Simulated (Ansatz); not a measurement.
Steps of a relaxation of C₃H₅ClSi, SMILES `CC#C[SiH2]Cl` with RKS PBE0-D4/def2-TZVP.

```sh
$ ansatz run in.yaml --threads 4 --pin off --events-out ev --progress --plain --max-ram 10444MiB
```

```yaml
crystal:
  periodic: [false, false, false]
  atoms:
    - {symbol: C, position_ang: [-0.786266, -2.132723, 0.089287]}
    - {symbol: C, position_ang: [-0.262542, -0.777769, 0.062975]}
    - {symbol: C, position_ang: [0.178858, 0.371897, 0.036296]}
    - {symbol: Si, position_ang: [0.867931, 2.056558, -0.005134]}
    - {symbol: Cl, position_ang: [-0.166540, 3.229459, -1.386003]}
    - {symbol: H, position_ang: [-0.128215, -2.828779, -0.471929]}
    - {symbol: H, position_ang: [-1.796149, -2.177387, -0.369244]}
    - {symbol: H, position_ang: [-0.871061, -2.510327, 1.129747]}
    - {symbol: H, position_ang: [0.739469, 2.705399, 1.340647]}
    - {symbol: H, position_ang: [2.307613, 2.012472, -0.423743]}
basis:
  gaussian: {orbitals: def2-TZVP}
hamiltonian: {xc: pbe0, dispersion: d4}
relax: {f_tol: 0.005, max_steps: 150}
```

Positions (Å) and forces (eV/Å) along the path, 8 of 8 steps:

```xyz
10
step=1 energy=-23583.2774 eV
C    -0.786   -2.133    0.089   -0.137   -0.361    0.011
C    -0.263   -0.778    0.063    0.651    1.711   -0.046
C     0.179    0.372    0.036   -0.635   -1.645    0.014
Si    0.868    2.057   -0.005   -0.041    0.046   -0.066
Cl   -0.167    3.229   -1.386    0.277   -0.327    0.378
H    -0.128   -2.829   -0.472   -0.301    0.388    0.271
H    -1.796   -2.177   -0.369    0.501    0.070    0.217
H    -0.871   -2.510    1.130    0.060    0.233   -0.502
H     0.739    2.705    1.341   -0.005   -0.140   -0.344
H     2.308    2.012   -0.424   -0.370    0.025    0.066
10
step=2 energy=-23583.3371 eV
C    -0.781   -2.116    0.088   -0.055   -0.134    0.004
C    -0.258   -0.767    0.061   -0.019   -0.045    0.002
C     0.177    0.361    0.036    0.080    0.111    0.010
Si    0.867    2.034    0.001   -0.050   -0.047   -0.021
Cl   -0.158    3.187   -1.360    0.004   -0.017    0.010
H    -0.128   -2.801   -0.468   -0.092    0.114    0.080
H    -1.780   -2.154   -0.367    0.148    0.017    0.064
H    -0.864   -2.484    1.119    0.016    0.068   -0.151
H     0.721    2.688    1.325    0.039   -0.060   -0.062
H     2.286    2.001   -0.433   -0.072   -0.008    0.062
10
step=3 energy=-23583.3397 eV
C    -0.780   -2.113    0.088   -0.006   -0.008    0.001
C    -0.256   -0.766    0.061   -0.029   -0.054    0.000
C     0.179    0.362    0.035    0.046    0.085   -0.007
Si    0.861    2.033   -0.004   -0.011   -0.046    0.012
Cl   -0.165    3.183   -1.365    0.008   -0.003    0.010
H    -0.129   -2.794   -0.465    0.007   -0.002   -0.004
H    -1.773   -2.149   -0.365   -0.005    0.005   -0.003
H    -0.862   -2.476    1.115    0.001    0.001    0.008
H     0.729    2.673    1.323   -0.013    0.012   -0.001
H     2.280    1.995   -0.420    0.002    0.009   -0.016
10
step=4 energy=-23583.3399 eV
C    -0.780   -2.113    0.088   -0.003   -0.004    0.001
C    -0.255   -0.766    0.061   -0.005    0.006   -0.001
C     0.181    0.361    0.035    0.017    0.002   -0.001
Si    0.862    2.032   -0.003   -0.005   -0.013    0.005
Cl   -0.164    3.182   -1.362   -0.005    0.004   -0.005
H    -0.129   -2.795   -0.464    0.003   -0.001   -0.002
H    -1.774   -2.148   -0.366   -0.003    0.002   -0.002
H    -0.863   -2.476    1.115    0.000    0.001    0.004
H     0.726    2.675    1.322   -0.001    0.000    0.001
H     2.280    1.997   -0.423    0.002    0.003    0.000
10
step=5 energy=-23583.3398 eV rejected
C    -0.782   -2.114    0.088    0.042    0.095   -0.004
C    -0.251   -0.766    0.060   -0.052   -0.119    0.003
C     0.190    0.359    0.034    0.019    0.037   -0.002
Si    0.864    2.033   -0.003   -0.002   -0.036    0.015
Cl   -0.169    3.178   -1.361   -0.009    0.012   -0.012
H    -0.133   -2.798   -0.463    0.012   -0.007   -0.008
H    -1.775   -2.145   -0.367   -0.016    0.008   -0.009
H    -0.867   -2.476    1.115    0.001    0.001    0.019
H     0.725    2.674    1.323   -0.001    0.004    0.001
H     2.282    2.005   -0.423    0.005    0.005   -0.003
10
step=6 energy=-23583.3400 eV
C    -0.781   -2.113    0.088    0.007    0.016    0.000
C    -0.253   -0.767    0.060   -0.010   -0.012    0.000
C     0.185    0.360    0.034    0.009   -0.003   -0.001
Si    0.863    2.032   -0.003   -0.001   -0.003    0.002
Cl   -0.166    3.180   -1.362   -0.003    0.001   -0.002
H    -0.131   -2.796   -0.463    0.000   -0.001    0.000
H    -1.774   -2.146   -0.367   -0.001    0.001   -0.001
H    -0.865   -2.475    1.116   -0.001    0.000    0.001
H     0.725    2.674    1.323    0.000   -0.001    0.000
H     2.281    2.001   -0.423    0.000    0.003    0.000
10
step=7 energy=-23583.3401 eV
C    -0.782   -2.112    0.088   -0.012    0.005    0.004
C    -0.249   -0.769    0.059    0.005    0.000   -0.001
C     0.194    0.356    0.033    0.000   -0.003    0.000
Si    0.864    2.031   -0.003    0.000   -0.001    0.000
Cl   -0.173    3.175   -1.360    0.000    0.000    0.000
H    -0.134   -2.800   -0.461    0.003    0.000    0.000
H    -1.774   -2.141   -0.369    0.002   -0.002   -0.002
H    -0.871   -2.472    1.116    0.003   -0.001   -0.001
H     0.724    2.671    1.324    0.000    0.000    0.000
H     2.282    2.009   -0.424    0.000    0.001    0.000
10
step=8 energy=-23583.3401 eV
C    -0.783   -2.112    0.088    0.003   -0.004   -0.001
C    -0.247   -0.769    0.059   -0.001    0.001    0.000
C     0.198    0.354    0.032   -0.001    0.002   -0.001
Si    0.865    2.031   -0.003   -0.001    0.002    0.002
Cl   -0.175    3.174   -1.358    0.001   -0.001   -0.001
H    -0.134   -2.800   -0.458    0.001   -0.002   -0.002
H    -1.774   -2.140   -0.371    0.001    0.002    0.002
H    -0.874   -2.471    1.116   -0.003    0.002    0.000
H     0.724    2.670    1.324    0.001   -0.001    0.001
H     2.283    2.013   -0.425    0.000    0.000   -0.001
```

Hardware: 4 threads of an Arm Neoverse V1 on a shared host. Wall time 27 s, peak host memory 0.49 GiB.
